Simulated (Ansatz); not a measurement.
Species: fluoro(dimethoxy)borane, C2H6BFO2, charge 0, multiplicity 1. SMILES: COB(F)OC
Structure (B3LYP-D3(BJ)/def2-TZVP (Ansatz, a program for electronic structure) minimum search):
```
B
F 1 1.3510
O 1 1.3511 2 120.70
O 1 1.3511 2 120.70 3 179.99
C 3 1.4225 1 123.13 2 0.19
H 5 1.0904 3 111.91 1 -2.04
H 5 1.0904 6 109.35 3 120.36
H 5 1.0907 6 109.32 7 119.10
C 4 1.4225 1 123.13 2 0.23
H 9 1.0904 4 111.91 1 -3.16
H 9 1.0904 10 109.36 4 120.30
H 9 1.0907 10 109.31 11 119.10
```

Atomisation energy built up term by term with Ansatz (kcal/mol; UHF references for open shells; valence terms freeze the core; atomic spin-orbit terms are left out). CBS(X,Y): correlation extrapolated as X^-3; Hartree-Fock from the larger set.

```tsv
term	basis	kcal/mol
Hartree-Fock	cc-pVQZ	___
CCSD correlation	CBS(cc-pVTZ,cc-pVQZ)	290.36
(T)	CBS(cc-pVTZ,cc-pVQZ)	___
core correlation	cc-pwCVTZ	4.44
scalar relativity (X2C)	cc-pVTZ-DK against cc-pVTZ	-1.27
sum: De		___
```

Question: What belongs in the gaps?

Answer: 
- Hartree-Fock, kcal/mol: 897.15
- (T), kcal/mol: 19.21
- sum: De, kcal/mol: 1209.9
